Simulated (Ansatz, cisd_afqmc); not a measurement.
Species: Bi, charge 0, quartet.

Quantity: electron affinity (Bi- (triplet) against Bi (quartet)), in eV. Open shells are spin-unrestricted; no spin-orbit coupling. Cores are frozen in correlated methods (noble-gas shells, and filled d and f shells in the p block). Past Kr the def2 sets carry scalar-relativistic core potentials. The Monte Carlo rows (phaseless AFQMC, CISD trial, step 0.005/hartree) carry one-sigma bars that omit the constraint's bias. Outlying blocks are dropped, and bars are widened where a walk drifts. Over all cases where full CI ran beside it in this data, AFQMC minus full CI had a median of +0.1 mEh and passed +0.4 mEh in a tenth of the cases. CBS(X,Y): correlation extrapolated as X^-3, Hartree-Fock from the larger set. A bracket is a step between two methods taken in the basis named. Spin-orbit terms, left out, reach several kcal/mol for Br and I, and more for heavier atoms. def2-TZVPD holds few diffuse functions, which lowers the functionals' binding of the extra electron.

```csv
level,program,electron affinity (eV),difference against the last row
PBE0/def2-TZVPD,Ansatz,0.68,-0.02
wB97M-V/def2-TZVPD,Ansatz,0.70,0.00
B2GP-PLYP/def2-TZVPD,Ansatz,0.60,-0.10
CCSD/def2-SVPD,Ansatz,-0.13,-0.83
"CCSD/CBS(def2-TZVPPD,def2-QZVPPD)",Ansatz,0.63,-0.07
CCSD(T)/def2-SVPD,Ansatz,-0.11,-0.81
CCSD(T)/def2-TZVPPD,Ansatz,0.46,-0.24
CCSDTQ/def2-TZVPPD,Ansatz,0.46,-0.24
AFQMC/CISD/def2-SVPD,cisd_afqmc,-0.11 ± 0.01,-0.81
AFQMC/CISD/def2-QZVPPD,cisd_afqmc,0.62 ± 0.01,-0.08
"CCSD(T)/CBS(def2-TZVPPD,def2-QZVPPD) + [CCSDTQ - CCSD(T)]/def2-SVPD",Ansatz,0.70,0.00
"CCSD(T)/CBS(def2-TZVPPD,def2-QZVPPD) + [CCSDT(Q) - CCSD(T)]/def2-QZVPPD + [CCSDTQ - CCSDT(Q)]/def2-TZVPPD",Ansatz,0.70,0.00
```

Ansatz is a program for electronic structure.
